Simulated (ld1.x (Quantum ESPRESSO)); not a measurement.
## Before and after: TM potential for chlorine

ld1.x (Quantum ESPRESSO) 7.5 input, shortened:

```
&input
   title='Cl', zed=17., rel=1, dft='PBE', iswitch=3,
   config='[Ne] 3s2 3p4'
 /
 &inputp
   pseudotype=2, tm=.true., lloc=1,
   nlcc=.true., new_core_ps=.true.
 /
2
3S  1  0   2.00   0.00  1.15  1.15  0.0
3P  2  1   4.00   0.00  1.35  1.35  0.0
 &test
   configts(1)='3s2 3p4'
 /
```

Change: core correction none.

Cutoffs: the cutoffs (Ry, on a coarse ladder) from which the occupation-weighted sum of valence levels, in a spherical-Bessel basis at the reference potential, stays within 10 and 1 mRy of its value at 400 Ry; they do not see the model core or the augmentation charge, which bear on the density cutoff. Errors are all-electron minus pseudo energies relative to the spin-unpolarised reference configuration.

Problem. Predict the effect on cutoff, ghosts and configuration errors.

Solution. The potential gets neither clearly harder nor softer (55 Ry and 100 Ry → 55 Ry and 100 Ry); of the 7 tests that both files solve, the error grows in 1 and shrinks in 3 by more than 15 % and 0.3 meV (median size 7.0 → 5.6 meV); neither file shows a bound ghost. The default core radius of the base comes out at 0.79 bohr.

| quantity | base | changed |
| --- | --- | --- |
| cutoff, loose | 55 Ry | 55 Ry |
| cutoff, tight | 100 Ry | 100 Ry |
| bound ghosts | none | none |
| error for 3s2 3p5, meV [ΔE -13.88 eV] | +5.1 | +4.2 |
| error for 3s2 3p3, meV [ΔE 25.45 eV] | +7.4 | +6.0 |
| error for 3s2 3p2, meV [ΔE 63.75 eV] | +48 | +43 |
| error for 3s2 3p5.3, meV [ΔE -16.01 eV] | +7.0 | +5.6 |
| error for 3s1 3p6, meV [ΔE -1.72 eV] | +2.5 | +3.0 |
| error for 3s2 3p4.5, meV [ΔE -8.29 eV] | +2.0 | +1.7 |
| error for 3s2 3p1, meV [ΔE 116.00 eV] | +147 | +144 |
| s: phases at 1.51 bohr within 0.05 rad from the reference energy up to (Ry; the scan ends near 5) | to the end of the scan | to the end of the scan |
| p: phases at 1.51 bohr within 0.05 rad from the reference energy up to (Ry; the scan ends near 5) | to the end of the scan | to the end of the scan |
